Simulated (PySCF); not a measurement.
Molecule: `InChI=1S/C4H8O4/c1-7-4(8-2)3(5)6/h4H,1-2H3,(H,5,6)`.

Bonds (- single, = double, # triple, : aromatic): C1-O2, O2-C3, C3-O4, O4-C5, C3-C6, C6=O7, C6-O8. C1 carries H9, H10, H11; C3 carries H12; C5 carries H13, H14, H15; O8 carries H16.

Frames of a GFN2-xTB Langevin trajectory at 400 K; GIAO PBE0/pcSseg-1 shieldings in PySCF 2.14.0 with density-fitted response routines, gas phase, non-relativistic; equivalent atoms averaged within each frame.

Referencing at the same level of theory: ¹³C (σref 186.93) and ¹H (σref 31.72) against TMS; H2O for ¹⁷O (σref 336.08). The references are static minima.

Q: How do the shifts (ppm) fluctuate along the trajectory?

A: 
```csv
time (fs),C6,C3,C1/C5,O7,O8,O2/O4,H16,H12,H9/H10/H11/H13/H14/H15
250,162.9,107.6,56.1,406.0,202.0,56.9,8.39,4.76,3.82
425,187.9,97.9,53.7,508.9,220.8,51.2,7.13,5.17,3.32
625,175.0,119.2,56.4,523.5,227.9,84.9,8.14,5.53,4.13
800,168.0,108.2,60.5,404.0,206.7,56.7,7.97,5.54,4.30
1000,169.1,110.3,61.2,439.4,205.7,66.1,7.92,4.55,3.97
mean of frames,172.6,108.6,57.6,456.3,212.6,63.1,7.91,5.11,3.91
standard deviation,9.6,7.6,3.2,56.6,11.1,13.3,0.47,0.45,0.37
```

5 frames give an uncertainty of the mean of about the standard deviation over 2.2 at best, since frames this close in time may not be independent; classical motion lacks zero-point vibration, and the reference would need the same averaging.
